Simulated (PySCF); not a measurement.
Species: C9H12O.
SMILES with atom numbers: `[CH3:1][C@H:2]1[CH2:3][C:4](=[O:5])[CH:6]=[C:7]1[CH:8]1[CH2:9][CH2:10]1` (hydrogens: H11, H12, H13 on C1; H14 on C2; H15, H16 on C3; H17 on C6; H18 on C8; H19, H20 on C9; H21, H22 on C10)

Method: PySCF 2.14.0, PBE0-D3(BJ)/def2-SVP geometry optimisation, gas phase; density fitting, grid level 1; the optimiser is geomeTRIC in internal coordinates, started from a GFN2-xTB structure with every atom displaced at random (about 0.01 Å).

Step 0: E = -11553.4753 eV
```
atom  x, y, z in Å  |  force x, y, z in eV/Å
C1     -1.7595   -1.1609    0.7269   -1.795   1.579  -0.648
C2     -1.2414   -0.3665   -0.4831   -0.014   0.448   0.762
C3     -2.0517    0.9178   -0.7576    1.835  -0.187   0.927
C4     -1.0378    2.0691   -0.4683   -2.396   0.034  -0.346
O5     -1.3541    3.2364   -0.4960    0.365   0.180   0.034
C6      0.2238    1.4735   -0.1870    1.257  -0.291   0.213
C7      0.1768    0.1262   -0.2159   -0.613   0.099  -0.389
C8      1.2748   -0.8164   -0.0155   -0.488  -0.158   0.322
C9      2.3103   -0.5383    1.0589    0.059  -0.314  -0.965
C10     2.6689   -0.4528   -0.3898    0.634  -0.311  -0.104
H11    -1.7959   -0.5000    1.6121    0.109  -0.138  -0.040
H12    -1.1608   -2.0067    0.9412    0.759  -1.304   0.335
H13    -2.8238   -1.4600    0.5165    0.790  -0.076   0.228
H14    -1.2553   -1.0228   -1.3451    0.149  -0.448  -0.575
H15    -2.9179    0.9978   -0.1153   -0.529   0.208   0.328
H16    -2.3641    1.0069   -1.7777   -0.381   0.052  -1.012
H17     1.0979    2.0833    0.0092    0.278   0.152   0.076
H18     0.9724   -1.8536   -0.1454    0.090  -0.251  -0.015
H19     2.6762   -1.3880    1.6172    0.122  -0.303   0.292
H20     2.1894    0.3769    1.6096   -0.055   0.533   0.361
H21     2.8114    0.5266   -0.8400    0.043   0.220  -0.042
H22     3.2953   -1.2442   -0.8415   -0.218   0.277   0.257
```

Q: Estimate the geometry and energy of step 1. (The exact step hangs on the optimiser's Hessian estimate; all steps are aligned on step 0, rigid shifts and turns removed.)

A: E = -11553.6352 eV, largest force 0.651 eV/Å
```
atom  x, y, z in Å  |  force x, y, z in eV/Å
C1     -1.8258   -1.1784    0.6873    0.521  -0.362   0.146
C2     -1.2394   -0.3384   -0.4446   -0.098  -0.035  -0.108
C3     -2.0318    0.9458   -0.7056   -0.279   0.031  -0.161
C4     -1.0640    2.0964   -0.4664    0.541  -0.108  -0.029
O5     -1.3210    3.2746   -0.5110   -0.179   0.096  -0.007
C6      0.2595    1.4934   -0.1979   -0.376   0.113  -0.011
C7      0.1705    0.1480   -0.1851    0.107  -0.130   0.035
C8      1.2595   -0.8173    0.0338    0.001  -0.001   0.016
C9      2.3507   -0.5129    1.0382    0.012   0.060   0.024
C10     2.6655   -0.4863   -0.4143   -0.033   0.030   0.053
H11    -2.0332   -0.5657    1.5804    0.025  -0.048  -0.059
H12    -1.1425   -2.0056    0.9843   -0.204   0.326  -0.064
H13    -2.7511   -1.6530    0.3478   -0.280   0.007   0.053
H14    -1.2151   -0.9860   -1.3450    0.050   0.133   0.050
H15    -2.9024    1.0599   -0.0363    0.057  -0.018  -0.088
H16    -2.4187    1.0163   -1.7414    0.081   0.005   0.207
H17     1.1489    2.1031   -0.0385    0.040   0.018   0.019
H18     0.9645   -1.8661   -0.0497   -0.009  -0.033  -0.002
H19     2.7281   -1.3451    1.6389   -0.016   0.021   0.001
H20     2.2661    0.4395    1.5740    0.010  -0.087  -0.044
H21     2.8038    0.4811   -0.9032    0.018   0.010  -0.002
H22     3.2629   -1.2989   -0.8323    0.012  -0.029  -0.027
```

The energy changes by -0.1599 eV. The first-order estimate −F·Δx gives -0.4657 eV and the mean of the old and new forces, exact on a quadratic surface, -0.1726 eV. The step makes an angle of 79° with the force vector and moves no atom by more than 0.266 Å.

The cost below is that of the whole optimisation. Time: 3.0 min of wall time; peak memory 0.89 GiB. Hardware: Arm Neoverse V2, one thread, no GPU, shared host with 32 logical CPUs at a one-minute load of 16.
